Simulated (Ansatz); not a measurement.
`COB[O][GaH2]` and `COBF` differ in one atom or group.

Ansatz, PBE0-D4/def2-TZVP geometries, multiplicity 1. Each molecule was computed in one conformer, which needn't be the lowest. `COB[O][GaH2]` holds a close contact that its SMILES doesn't draw: Ga···O 2.19 Å.

Scalar relativity is left out up to krypton.

```csv
property,`COB[O][GaH2]`
HOMO energy (PBE0/def2-TZVPP) / eV,-8.28
HOMO energy (B3LYP/def2-TZVPP) / eV,-8.07
size of the dipole moment (PBE/def2-TZVPP) / D,2.98
HOMO energy (PBE/def2-TZVPP) / eV,-6.96
size of the dipole moment (B3LYP/def2-TZVPP) / D,3.11
HOMO–LUMO gap (PBE0/def2-TZVPP) / eV,7.87
```

Question: What does the change do to each property? (Best estimate.)

Answer: Computed: 
```json
{"property": "HOMO energy (PBE0/def2-TZVPP) / eV", "`COBF`": "-9.31", "shift": "-1.03"}
{"property": "HOMO energy (B3LYP/def2-TZVPP) / eV", "`COBF`": "-9.07", "shift": "-1.00"}
{"property": "size of the dipole moment (PBE/def2-TZVPP) / D", "`COBF`": "2.42", "shift": "-0.56"}
{"property": "HOMO energy (PBE/def2-TZVPP) / eV", "`COBF`": "-7.75", "shift": "-0.79"}
{"property": "size of the dipole moment (B3LYP/def2-TZVPP) / D", "`COBF`": "2.56", "shift": "-0.55"}
{"property": "HOMO–LUMO gap (PBE0/def2-TZVPP) / eV", "`COBF`": "9.69", "shift": "1.82"}
```

With PBE0 the HOMO falls by 1.03 eV and the LUMO rises by 0.79 eV, so the gap widens by about 1.82 eV. PBE moves the HOMO by -0.79 eV and ωB97M-V by -1.18 eV. The zero-point energy changes by -41.7 kJ/mol with -9 modes. Dipoles are sizes alone; their direction can turn.

Positive LUMOs are unbound, so they and the gaps depend on the basis.

B3LYP here is the variant with VWN-RPA as its local correlation; programs differ in this.
